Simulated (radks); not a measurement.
Problem. Ca9+, 11 electrons, occupied as [Ne] 3s1. Method: scalar-relativistic Kohn-Sham, exchange-only LDA, spin-polarised, spherical densities, finite nucleus; open shells are filled with parallel spins first; Fermi nuclear charge, rms radius 3.4776 fm; computed with a radial shooting solver on a logarithmic mesh with Libxc functionals. Some entries of the table are withheld. Estimate them.

| orbital | occ. | eigenvalue (eV) | <r> (bohr) |
|---|---|---|---|
| 1s up | 1 | -4141.225 | 0.07698 |
| 1s down | 1 | -4140.606 | 0.07698 |
| 2s up | 1 | -602.8436 | 0.3615 |
| 2s down | 1 | -602.0023 | 0.3609 |
| 2p up | 3 | -526.0670 | 0.3231 |
| 2p down | 3 | -525.2774 | 0.3225 |
| 3s up | 1 | -201.2138 | 0.9770 |
| 3s down | 0 | -193.7351 | 0.9745 |
| 3p up | 0 | -179.9194 | (1) |
| 3p down | 0 | -172.6085 | (2) |
| 3d up | 0 | -149.6123 | 0.9610 |
| 3d down | 0 | -143.1064 | 0.9525 |
| 4s up | 0 | -97.8995 | 1.909 |
| 4s down | 0 | -94.6541 | 1.957 |
| 4f up | 0 | -75.2113 | 1.799 |
| 4f down | 0 | -70.5166 | 1.914 |

Solution. 
(1) 3p up <r> (bohr): 0.9892
(2) 3p down <r> (bohr): 0.9868
